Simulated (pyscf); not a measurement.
# •S–GaH₂, doublet

Gas-phase minimum from PySCF at ωB97X-D3(BJ)/def2-SVP, one conformer. •S–GaH₂ lies 9.1 kcal/mol over its isomer [HS–GaH]• (electronic energy, ωB97M-D3(BJ)). 

```
Ga
H 1 1.5585
H 1 1.5585 2 126.58
S 1 2.1780 2 116.70 3 -180.00
```
Charge 0, spin multiplicity 2.

Properties at ωB97X-D3(BJ)/def2-SVP:

| Quantity | Value |
|---|---|
| Harmonic wavenumbers, unscaled | 398, 424, 597, 735, 2034, 2034 cm⁻¹ |
| Zero-point energy | 8.9 kcal/mol |
| Rotational symmetry number | 2 |
| Entropy of this conformer at 298 K and 1 atm, rigid rotor and harmonic oscillator, modes under 100 cm⁻¹ raised to 100 | 270.7 J/(mol K) |
| Dipole moment | 1.24 D |
| Spin expectation value S2 | 0.753 |

Single-point totals, which compare only within one level (frozen core for MP2 and CC):

```
level                   total energy (hartree)
----------------------  ----------------------
ωB97X-D3(BJ)/def2-TZVP             -2324.21134
PBE/def2-TZVP                      -2323.76858
r²SCAN/def2-TZVP                   -2324.19915
B3LYP-D3(BJ)/def2-TZVP             -2324.31297
PBE0-D3(BJ)/def2-TZVP              -2323.84400
M06-2X/def2-TZVP                   -2324.20545
ωB97M-D3(BJ)/def2-TZVP             -2324.30876
UHF/def2-TZVPP                     -2321.95782
MP2/def2-TZVPP                     -2322.33030
CCSD/def2-TZVPP                    -2322.35649
CCSD(T)/def2-TZVPP                 -2322.37297
```

The CCSD(T) − MP2 part came from Ansatz, without density fitting, on the same reference. The frozen core leaves the outer d or s,p core shells of the metals and heavy elements correlated in the MP2 and CC values, and def2-TZVPP describes them poorly, so these totals are far from the basis limit. Elements up to Kr have no core potential and no relativistic terms here.
